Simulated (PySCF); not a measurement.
As²⁺ (arsenic, charge +2) across methods

[Ar] 3d10 4s2 4p1, 2P determinant. Computed with PySCF 2.14 in def2-TZVPPD (7s5p5d1f, 54 functions), with no relativity, point nucleus. The B2PLYP total includes its PT2 part (frozen core); its orbital energies are those of the SCF part.

```tsv
method	E (hartree)	mean ε 4s α (eV)	mean ε 4s β (eV)	mean ε 4p α (eV)	Σ⟨r²⟩ (bohr²)	⟨S²⟩
LDA	-2231.460	-33.525	-32.646	-23.194	22.52	0.751
B2PLYP	-2234.364	-36.116	-34.369	-25.630	22.70	0.754
MN15	-2235.081	-35.246	-33.959	-25.220	22.68	0.753
r2SCAN	-2234.739	-33.638	-32.507	-23.619	22.54	0.754
TPSSh	-2234.709	-33.945	-32.606	-23.877	22.56	0.753
UHF	-2233.18693	-38.349	-35.590	-27.756	22.85	0.759
PBE	-2234.426	-33.231	-32.248	-23.183	22.60	0.752
PBE0	-2234.491	-34.731	-33.362	-24.500	22.59	0.753
BLYP	-2234.829	-33.164	-32.330	-22.999	22.62	0.751
```
